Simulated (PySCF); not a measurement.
C5H7O2P.
Atom-mapped SMILES: `[OH:1][CH2:2][PH:3][c:4]1[cH:5][cH:6][cH:7][o:8]1`

NICS is the negative of the GIAO shielding at a point without a nucleus: at the ring centre (0) and 1 Å above and below it (1); zz is the component along the ring normal. Level: GIAO PBE0/pcSseg-1 (PySCF, non-relativistic, gas phase) on the GFN2-xTB geometry, one conformer.

Ring bond lengths (Å), with Mayer bond orders in brackets: C4–C5 1.371 (1.53), C5–C6 1.414 (1.27), C6–C7 1.361 (1.59), C7–O8 1.339 (1.10), O8–C4 1.352 (1.03).

Problem. What do the NICS probes read (ppm)?

Solution. 
```csv
ring,type,NICS(0),"NICS(1), two faces","NICS(1)zz, two faces",rms pucker (Å),"centre to ring atoms, mean (Å)"
C4–C5–C6–C7–O8,5-membered ring with O; formal bonds all aromatic,-11.5,-10.3 / -10.5,-27.5 / -26.7,0.00,1.16
```

Problem. What can be read from them?

Solution. 
- C4–C5–C6–C7–O8: mean NICS(1)zz -27.1 ppm, shielded. For a flat ring without four-coordinate atoms the NICS criterion counts such a value as aromatic.

Problem. And the bond-length index? HOMA takes Krygowski's 1993 parameters.

Solution. 
- C4–C5–C6–C7–O8: HOMA 0.50; the largest term is that of O8–C4, α(R − Ropt)² = 1.19.

Problem. What field does 7.05 T along the ring normal induce along that normal at the second NICS(1) probe listed for ring C4–C5–C6–C7–O8, 1 Å off the ring?

Solution. NICSzz × B0 = -26.7 ppm × 7.05 T = -188 μT, against the applied field.

Problem. How shielded are the nuclei of the rings and their hydrogens (means over atoms taken as equivalent)?

Solution. 
```csv
atoms,environment,σ isotropic (ppm),"principal values of the symmetric part, first atom (ppm)"
C4,substituted aromatic carbon,32.6,"-33.1, 28.4, 102.4"
C5,aromatic CH carbon,59.7,"-36.2, 67.0, 148.2"
C6,aromatic CH carbon,68.9,"-18.7, 64.2, 161.3"
C7,aromatic CH next to a ring oxygen,33.5,"-45.6, 39.2, 106.8"
O8,furan-type oxygen,16.0,"-125.3, -76.1, 249.5"
H on C5,aromatic hydrogen,24.71,"22.7, 23.8, 27.7"
H on C6,aromatic hydrogen,25.01,"23.1, 25.6, 26.4"
H on C7,aromatic hydrogen,23.87,"21.1, 24.8, 25.7"
```

Hardware: an Arm Neoverse N1 with one thread, no GPU, on a shared host. Cost: 53 s of wall time (with the writing of density and orbital grids). This is the whole shielding run at PBE0/pcSseg-1, SCF included.

Shape of the structure used: `[OH:1][CH2:2][PH:3][c:4]1[cH:5][cH:6][cH:7][o:8]1`: O1–C2–P3–C4 56°, C2–P3–C4–C5 -89°, H–O1–C2–P3 -59°.
